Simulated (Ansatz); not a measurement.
## Ligand exchange: C4H8 + GeH2(CH3)Cl → C3H5Cl + GeH2(CH3)2

Species: C4H8 `C/C=C/C`, singlet; GeH2(CH3)Cl, singlet; C3H5Cl `C/C=C/Cl`, singlet; GeH2(CH3)2, singlet. The partners trade CH3 for Cl: C–CH3 and Ge–Cl bonds give way to C–Cl and Ge–CH3.

Shapes, held fixed at every level: PBE0-D4/def2-TZVP. Programs: Ansatz 0.2.0. The zero-point and thermal change to 298 K, harmonic and unscaled (PBE0-D4/def2-TZVP), is -4.5 kJ/mol.

```tsv
level	kind	ΔH(298 K) (kJ/mol)	less CCSD(T)/def2-TZVPP	CPU time (sum over the molecules)
HF/def2-SVP	Hartree–Fock	+138.9	+30.9	–
PBE-D4/def2-TZVPP	GGA	+103.4	-4.6	28 s
r2SCAN-D4/def2-TZVPP	meta-GGA	+109.7	+1.7	52 s
BHLYP-D4/def2-TZVPP	global hybrid	+120.1	+12.1	35 s
r2SCAN0-D4/def2-TZVPP	global hybrid	+114.0	+6.0	56 s
B2PLYP/def2-TZVPP	double hybrid	+111.5	+3.5	58 s
CCSD/def2-SVP	coupled cluster or CI	+120.8	+12.8	–
CCSD(T)/def2-TZVPP	coupled cluster or CI	+108.0	0.0	9.6 min
```

The highest level, CCSD(T)/def2-TZVPP, gives ΔH(298 K) = +108.0 kJ/mol; the levels span +103.4 to +138.9. The column of differences is taken from that level and isn't an error. No measured value is set beside it here. Relativity is left out for Ge. Outer-core shells of Ge are correlated in most correlated rows, in sets that cover them unevenly. Times are processor times on shared x86 and Arm servers, and rough.
